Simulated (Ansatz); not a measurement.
C₄H₉NO, triplet, geometry from GFN2-xTB (a higher spin typed on purpose: for a closed-shell molecule this is an excited state), atoms displaced at random by about 0.03 Å a coordinate; R2SCAN/STO-3G, gradient (Ansatz, a quantum-chemistry and plane-wave program).

The Ansatz input:
Ansatz 0.2 input:
```yaml
crystal:
  periodic: [false, false, false]
  atoms:
    - {symbol: C, position_ang: [-1.63347393, -0.49395622, -0.66867216]}
    - {symbol: N, position_ang: [-0.70025361, 0.22336650, 0.16329014]}
    - {symbol: C, position_ang: [-0.93034320, 0.35227386, 1.51670863]}
    - {symbol: C, position_ang: [0.70026675, -0.20224654, -0.26641916]}
    - {symbol: C, position_ang: [1.84593242, 0.45944017, 0.50483251]}
    - {symbol: O, position_ang: [0.94368258, -0.44860759, -1.50294354]}
    - {symbol: H, position_ang: [-2.59980615, 0.01398577, -0.54813869]}
    - {symbol: H, position_ang: [-1.29378770, -0.38975854, -1.72061311]}
    - {symbol: H, position_ang: [-1.66415023, -1.49029697, -0.40449774]}
    - {symbol: H, position_ang: [-0.26770655, 1.11302183, 1.99283275]}
    - {symbol: H, position_ang: [-0.86580326, -0.61190658, 2.05161408]}
    - {symbol: H, position_ang: [-1.94694798, 0.69228733, 1.57139827]}
    - {symbol: H, position_ang: [2.78953325, 0.19193541, -0.01953328]}
    - {symbol: H, position_ang: [1.65119644, 1.53373950, 0.45347419]}
    - {symbol: H, position_ang: [1.83342717, 0.11722094, 1.51358498]}
basis:
  gaussian:
    orbitals: STO-3G
hamiltonian:
  xc: r2scan
magnetization: {spin_polarized: true, initial_magnetization: 2}
output: {forces: true}
```

Problem. What does Ansatz print? Leave out banner, timings and long lists.

Solution. 
```
Functional definition: r2SCAN
558 factors; integrals over basis functions are off by at most 4.0e-5 eV
mean field evaluation 1: about -7723.5461 eV, gradient 1.2e1 eV
mean field evaluation 2: about -7718.7784 eV, gradient 3.1e1 eV
mean field evaluation 4: about -7724.7997 eV, gradient 2.0e0 eV
mean field evaluation 8: about -7724.6769 eV, gradient 3.3e-2 eV
mean field evaluation 16: about -7724.6769 eV, gradient 8.9e-5 eV
mean field -7724.67688840 eV, -283.8766396745 hartree, gradient 2.3e-5 eV, S^2 2.003602; 3 other end points of the search recorded, 0 dependent functions left out
the calculation of the forces begins
reference -7724.67689557 eV, -283.8766399382 hartree; 25, 23 occupied and 14, 16 virtual orbitals, 558 factors
Total energy: -7724.67689557 eV, -283.8766399382 hartree
Atom 0 at    -1.633474    -0.493956    -0.668672 Å, force    -1.151665     2.908421    -1.327066 eV/Å
Atom 1 at    -0.700254     0.223366     0.163290 Å, force     4.041213     1.598823    -5.313603 eV/Å
Atom 2 at    -0.930343     0.352274     1.516709 Å, force    -0.284495    -0.094193     3.743307 eV/Å
Atom 3 at     0.700267    -0.202247    -0.266419 Å, force    -1.060637    -0.280442     7.012598 eV/Å
Atom 4 at     1.845932     0.459440     0.504833 Å, force    -0.192551     0.419690    -2.173613 eV/Å
Atom 5 at     0.943683    -0.448608    -1.502944 Å, force     0.669686    -0.809517    -6.288962 eV/Å
Atom 6 at    -2.599806     0.013986    -0.548139 Å, force    -0.497022    -0.419075    -0.112381 eV/Å
Atom 7 at    -1.293788    -0.389759    -1.720613 Å, force    -0.069282    -0.115803     0.249030 eV/Å
Atom 8 at    -1.664150    -1.490297    -0.404498 Å, force    -0.654570    -3.672872     0.629458 eV/Å
Atom 9 at    -0.267707     1.113022     1.992833 Å, force    -0.212972    -0.477973    -0.243900 eV/Å
Atom 10 at    -0.865803    -0.611907     2.051614 Å, force     0.099017    -0.145042     0.672594 eV/Å
Atom 11 at    -1.946948     0.692287     1.571398 Å, force    -1.365282     0.502314     0.736682 eV/Å
Atom 12 at     2.789533     0.191935    -0.019533 Å, force    -0.287586     0.328198     0.567868 eV/Å
Atom 13 at     1.651196     1.533740     0.453474 Å, force     0.652033     0.630789     0.379541 eV/Å
Atom 14 at     1.833427     0.117221     1.513585 Å, force     0.314112    -0.373317     1.468448 eV/Å
Dipole moment:    -0.212179     0.026950     0.247789 e Å
```
